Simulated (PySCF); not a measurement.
Stepwise substitution at one centre (Al H-CH3). Gas-phase values, no solvent. Strings in code marks are SMILES.

The dipole moment from two functionals at the same geometries (M06-2X/def2-TZVP), both in PySCF: PBE-D3(BJ)/def2-TZVP and B3LYP-D3(BJ)/def2-TZVP. B3LYP has the VWN-RPA correlation part, as in Gaussian. 

| species | PBE-D3(BJ)/def2-TZVP (D) |
|---|---|
| 0 of 3 H replaced by CH3 (`[AlH3]`) | 0.00 |
| 1 of 3 H replaced by CH3 (`[AlH2][CH3]`) | 0.77 |
| 2 of 3 H replaced by CH3 (`[CH3][AlH][CH3]`) | 0.68 |
| 3 of 3 H replaced by CH3 (`[CH3][Al]([CH3])[CH3]`) | 0.00 |

What does B3LYP-D3(BJ)/def2-TZVP give for each?


- 0 of 3 H replaced by CH3 (`[AlH3]`): 0.00
- 1 of 3 H replaced by CH3 (`[AlH2][CH3]`): 0.71
- 2 of 3 H replaced by CH3 (`[CH3][AlH][CH3]`): 0.62
- 3 of 3 H replaced by CH3 (`[CH3][Al]([CH3])[CH3]`): 0.00
Over these rows, drawn at random from the members with no instability flagged (it was tested for open shells, ions and some series alone), PBE minus B3LYP-D3(BJ): mean +0.03 D, from 0.00 D to +0.06 D.
